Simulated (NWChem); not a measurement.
System: C₃H₅FSi; SMILES C#CC[SiH2]F

Input file for NWChem:

```
start job
memory heap 200 mb stack 900 mb global 1100 mb
geometry units angstroms noautoz
  C      0.686141    -2.545244     0.233592
  C     -0.041036    -1.637945    -0.106805
  C     -0.883063    -0.518360    -0.483139
  Si    -0.331167     1.109376     0.288099
  F      1.104191     1.539612    -0.339927
  H      1.327564    -3.355155     0.527334
  H     -1.929001    -0.692687    -0.170388
  H     -0.903179    -0.391167    -1.579972
  H     -1.316086     2.173270    -0.058549
  H     -0.175671     0.970294     1.760434
end
basis spherical
  C library sto-3g
  Si library sto-3g
  F library sto-3g
  H library sto-3g
end
dft
  xc pbe0
  iterations 150
  mulliken
end
task dft energy
```

NWChem printed, in part:

```
             Northwest Computational Chemistry Package (NWChem) 7.3.0
             --------------------------------------------------------

 C1  symmetry detected

                             Geometry "geometry" -> ""
                             -------------------------

 Output coordinates in angstroms (scale by  1.889725989 to convert to a.u.)

  No.       Tag          Charge          X              Y              Z
 ---- ---------------- ---------- -------------- -------------- --------------
    1 C                    6.0000     0.68653962    -2.53987455     0.22306726
    2 C                    6.0000    -0.04540687    -1.63459325    -0.11244441
    3 C                    6.0000    -0.89369528    -0.51757187    -0.48227864
    4 Si                  14.0000    -0.36225092     1.10511972     0.31356093
    5 F                    9.0000     1.07468750     1.55510502    -0.29676148
    6 H                    1.0000     1.33230682    -3.34792449     0.51238312
    7 H                    1.0000    -1.94073602    -0.70452071    -0.18070740
    8 H                    1.0000    -0.90555761    -0.37705036    -1.57760431
    9 H                    1.0000    -1.35319981     2.16488994    -0.02850352
   10 H                    1.0000    -0.21811286     0.94922232     1.78536710

 Effective nuclear repulsion energy (a.u.)     201.7367712580

                                 NWChem DFT Module
                                 -----------------

 Summary of "ao basis" -> "ao basis" (spherical)
 ------------------------------------------------------------------------------
       Tag                 Description            Shells   Functions and Types
 ---------------- ------------------------------  ------  ---------------------
 C                           sto-3g                  3        5   2s1p
 Si                          sto-3g                  5        9   3s2p
 F                           sto-3g                  3        5   2s1p
 H                           sto-3g                  1        1   1s

            General Information
            -------------------
          SCF calculation type: DFT
          Wavefunction type:  closed shell.
          No. of atoms     :    10
          No. of electrons :    46
           Alpha electrons :    23
            Beta electrons :    23
          Charge           :     0
          Spin multiplicity:     1
          Use of symmetry is: off; symmetry adaption is: off
          Maximum number of iterations: 150
          AO basis - number of functions:    34
                     number of shells:    22
          Convergence on energy requested:  1.00D-06
          Convergence on density requested:  1.00D-05
          Convergence on gradient requested:  5.00D-04

              XC Information
              --------------
                         PBE0 Method XC Functional
                     Hartree-Fock (Exact) Exchange  0.250
          PerdewBurkeErnzerhof Exchange Functional  0.750
            Perdew 1991 LDA Correlation Functional  1.000 local
           PerdewBurkeErnz. Correlation Functional  1.000 non-local

             Grid Information
             ----------------
          Grid used for XC integration:  medium
          Radial quadrature: Mura-Knowles
          Angular quadrature: Lebedev.
          Tag              B.-S. Rad. Rad. Pts. Rad. Cut. Ang. Pts.
          ---              ---------- --------- --------- ---------
          C                   0.70       49          12.0       434
          Si                  1.10       88          11.0       590
          F                   0.50       49          10.0       434
          H                   0.35       45          11.0       434
          Grid pruning is: on
          Number of quadrature shells:   509
          Spatial weights used:  Erf1

      Superposition of Atomic Density Guess
      -------------------------------------

 Sum of atomic energies:        -497.32003916

      Non-variational initial energy
      ------------------------------

 Total energy =    -497.960851
 1-e energy   =   -1095.878414
 2-e energy   =     396.180792
 HOMO         =      -0.113991
 LUMO         =       0.308438

     ---------------------------------------------
      Total Density - Mulliken Population Analysis
     ---------------------------------------------

    Atom       Charge   Shell Charges
 -----------   ------   -------------------------------------------------------
    1 C    6     6.32   2.00  1.25  3.07
    2 C    6     6.05   2.00  1.23  2.83
    3 C    6     6.16   1.99  1.31  2.86
    4 Si  14    12.76   2.00  1.99  5.88  1.19  1.71
    5 F    9     9.60   2.00  1.94  5.65
    6 H    1     0.82   0.82
    7 H    1     0.94   0.94
    8 H    1     0.94   0.94
    9 H    1     1.21   1.21
   10 H    1     1.20   1.20

   convergence    iter        energy       DeltaE   RMS-Dens  Diis-err
 ---------------- ----- ----------------- --------- --------- ---------
 d= 0,ls=0.0,diis     1   -499.9335737905 -7.02D+02  5.38D-02  5.04D-01
 d= 0,ls=0.0,diis     2   -499.8917704449  4.18D-02  3.04D-02  9.82D-01
 d= 0,ls=0.0,diis     3   -500.0382261609 -1.46D-01  7.59D-03  3.78D-02
 d= 0,ls=0.0,diis     4   -500.0388680780 -6.42D-04  3.96D-03  3.37D-02
 d= 0,ls=0.0,diis     5   -500.0434680362 -4.60D-03  4.78D-04  1.29D-04
  Resetting Diis
 d= 0,ls=0.0,diis     6   -500.0434959776 -2.79D-05  3.74D-05  6.93D-07
 d= 0,ls=0.0,diis     7   -500.0434961232 -1.46D-07  1.10D-05  3.72D-08
 d= 0,ls=0.0,diis     8   -500.0434961246 -1.39D-09  5.69D-06  3.50D-08

         Total DFT energy =     -500.043496124613
      One electron energy =    -1093.772005779400
           Coulomb energy =      441.383733409720
    Exchange-Corr. energy =      -49.391995012916
 Nuclear repulsion energy =      201.736771257984

 Numeric. integr. density =       45.999996256804

                       DFT Final Molecular Orbital Analysis
                       ------------------------------------

 Vector   21  Occ=2.000000D+00  E=-2.123529D-01
              MO Center=  2.2D-01, -2.0D+00,  1.8D-03, r^2= 1.6D+00
   Bfn.  Coefficient  Atom+Function         Bfn.  Coefficient  Atom+Function
  ----- ------------  ---------------      ----- ------------  ---------------
     5      0.498230   1 C  pz               10      0.470959   2 C  pz
     3     -0.355979   1 C  px                8     -0.337188   2 C  px
    32      0.180765   8 H  s                31     -0.175216   7 H  s
    15     -0.108500   3 C  pz                4     -0.104528   1 C  py
     9     -0.098709   2 C  py               13      0.076244   3 C  px

 Vector   22  Occ=2.000000D+00  E=-1.957956D-01
              MO Center=  7.8D-01,  1.5D+00, -1.0D-01, r^2= 1.3D+00
   Bfn.  Coefficient  Atom+Function         Bfn.  Coefficient  Atom+Function
  ----- ------------  ---------------      ----- ------------  ---------------
    29      0.690302   5 F  pz               27      0.432773   5 F  px
    28     -0.428173   5 F  py               34     -0.289208  10 H  s
    33      0.281862   9 H  s                 5      0.025967   1 C  pz

 Vector   23  Occ=2.000000D+00  E=-1.836543D-01
              MO Center=  4.2D-01, -9.2D-02, -1.2D-01, r^2= 4.4D+00
   Bfn.  Coefficient  Atom+Function         Bfn.  Coefficient  Atom+Function
  ----- ------------  ---------------      ----- ------------  ---------------
    28      0.563845   5 F  py               29      0.347499   5 F  pz
     4     -0.273815   1 C  py               14      0.268907   3 C  py
     3     -0.247270   1 C  px                5     -0.238327   1 C  pz
     9     -0.227966   2 C  py               33     -0.176108   9 H  s
    10     -0.168857   2 C  pz                8     -0.166053   2 C  px

 Vector   24  Occ=0.000000D+00  E= 1.910716D-01
              MO Center=  8.0D-02, -1.6D+00,  2.6D-02, r^2= 2.8D+00
   Bfn.  Coefficient  Atom+Function         Bfn.  Coefficient  Atom+Function
  ----- ------------  ---------------      ----- ------------  ---------------
     4      0.485586   1 C  py                3      0.458123   1 C  px
     8     -0.457425   2 C  px                9     -0.447942   2 C  py
    21      0.382015   4 Si s                 5      0.379352   1 C  pz
    10     -0.373043   2 C  pz               33     -0.248129   9 H  s
    23     -0.227080   4 Si py               22     -0.218271   4 Si px

 Vector   25  Occ=0.000000D+00  E= 1.945729D-01
              MO Center=  1.7D-01, -1.9D+00, -3.0D-02, r^2= 1.7D+00
   Bfn.  Coefficient  Atom+Function         Bfn.  Coefficient  Atom+Function
  ----- ------------  ---------------      ----- ------------  ---------------
     5      0.671079   1 C  pz               10     -0.651599   2 C  pz
     3     -0.441540   1 C  px                8      0.427965   2 C  px
    32     -0.305489   8 H  s                31      0.286728   7 H  s
    15     -0.134790   3 C  pz                4     -0.113103   1 C  py
     9      0.109462   2 C  py               13      0.085131   3 C  px

 Vector   26  Occ=0.000000D+00  E= 2.812477D-01
              MO Center=  1.3D-01,  1.1D+00,  1.4D-01, r^2= 2.0D+00
   Bfn.  Coefficient  Atom+Function         Bfn.  Coefficient  Atom+Function
  ----- ------------  ---------------      ----- ------------  ---------------
    21      0.937454   4 Si s                27      0.565423   5 F  px
    22      0.560815   4 Si px               26     -0.429443   5 F  s
    34     -0.407235  10 H  s                33     -0.317349   9 H  s
    12     -0.280163   3 C  s                14     -0.258999   3 C  py
    29     -0.252703   5 F  pz               17     -0.202625   4 Si s

     ---------------------------------------------
      Total Density - Mulliken Population Analysis
     ---------------------------------------------

    Atom       Charge   Shell Charges
 -----------   ------   -------------------------------------------------------
    1 C    6     6.16   1.99  1.12  3.04
    2 C    6     6.05   1.99  1.10  2.96
    3 C    6     6.33   1.99  1.23  3.11
    4 Si  14    13.28   2.00  1.98  5.88  1.22  2.20
    5 F    9     9.24   2.00  1.96  5.28
    6 H    1     0.89   0.89
    7 H    1     0.90   0.90
    8 H    1     0.90   0.90
    9 H    1     1.13   1.13
   10 H    1     1.12   1.12

     -------------------------------------------
      Total Density - Lowdin Population Analysis
     -------------------------------------------

    Atom       Charge   Shell Charges
 -----------   ------   -------------------------------------------------------
    1 C    6     6.13   1.99  1.05  3.09
    2 C    6     6.04   1.99  1.04  3.01
    3 C    6     6.23   1.98  1.06  3.19
    4 Si  14    13.31   2.00  1.98  5.83  1.15  2.36
    5 F    9     9.20   2.00  1.91  5.30
    6 H    1     0.92   0.92
    7 H    1     0.94   0.94
    8 H    1     0.94   0.94
    9 H    1     1.14   1.14
   10 H    1     1.13   1.13

     Multipole analysis of the density
     ---------------------------------

     L   x y z        total         alpha         beta         nuclear
     -   - - -        -----         -----         ----         -------
     0   0 0 0     -0.000000    -23.000000    -23.000000     46.000000

     1   1 0 0     -0.384513     -0.192257     -0.192257     -0.000000
     1   0 1 0      0.193338      0.096669      0.096669     -0.000000
     1   0 0 1      0.065959      0.032980      0.032980      0.000000

     2   2 0 0    -24.256451    -62.309772    -62.309772    100.363094
     2   1 1 0     -1.833997      5.677629      5.677629    -13.189255
     2   1 0 1      0.701778     -1.766983     -1.766983      4.235744
     2   0 2 0    -24.867714   -213.560727   -213.560727    402.253740
     2   0 1 1     -0.241220     -1.082474     -1.082474      1.923728
     2   0 0 2    -24.525894    -29.960143    -29.960143     35.394392
```

Level: PBE0/STO-3G. Structure relaxed at the PBE0/def2-SVP level.
